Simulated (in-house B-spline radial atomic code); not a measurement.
Whole-atom quantities along the 26-electron series, configuration [Ar] 3d8. Computed with a radial B-spline atomic code at the basis-set limit: non-relativistic Hartree-Fock, average of the configuration, point nuclei.

This level leaves out relativity, spin-orbit splitting included, which matters for heavy ions.

```
  ion   Z  E/Z² (Eh)  Σ<r²> (bohr²)  n(0)/Z³ (bohr⁻³)  Lamb diamagnetic shielding (ppm)  repulsion over attraction
  Co+  27    -1.8945         19.674           0.67868                           2164.39                      0.161
 Ni2+  28    -1.9209         15.333           0.68022                           2269.29                    0.15859
 Cu3+  29    -1.9462         12.634            0.6817                            2373.5                    0.15582
 Zn4+  30    -1.9704         10.729           0.68313                           2477.29                    0.15288
 Ga5+  31    -1.9936         9.2904            0.6845                           2580.82                    0.14987
 Ge6+  32    -2.0158         8.1586           0.68581                           2684.16                    0.14684
 As7+  33     -2.037         7.2421           0.68707                           2787.37                    0.14385
 Se8+  34    -2.0573         6.4846           0.68828                           2890.48                    0.14089
 Br9+  35    -2.0767         5.8483           0.68944                           2993.51                      0.138
Kr10+  36    -2.0953         5.3069           0.69055                           3096.48                    0.13518
Rb11+  37    -2.1131         4.8412           0.69162                           3199.39                    0.13244
Sr12+  38    -2.1302         4.4371           0.69264                           3302.26                    0.12977
Zr14+  40    -2.1623         3.7724           0.69457                            3507.9                    0.12468
Nb15+  41    -2.1774         3.4966           0.69548                           3610.68                    0.12225
Mo16+  42    -2.1919         3.2509           0.69636                           3713.44                     0.1199
Tc17+  43    -2.2058         3.0309            0.6972                           3816.17                    0.11762
Ru18+  44    -2.2193         2.8331           0.69801                           3918.89                    0.11542
Rh19+  45    -2.2322         2.6545           0.69879                            4021.6                    0.11329
Pd20+  46    -2.2446         2.4927           0.69955                           4124.29                    0.11123
Ag21+  47    -2.2566         2.3455           0.70028                           4226.97                    0.10923
Cd22+  48    -2.2682         2.2112           0.70098                           4329.65                     0.1073
In23+  49    -2.2793         2.0884           0.70166                           4432.31                    0.10543
```

(1) With what power of Z does the column «Σ<r²> (bohr²)» change over this range?

Answers

(1) A fit of the logarithm of its size against log Z from Z = 27 to 49 has slope -3.55. Unscreened non-relativistic hydrogenic orbitals would give -2.
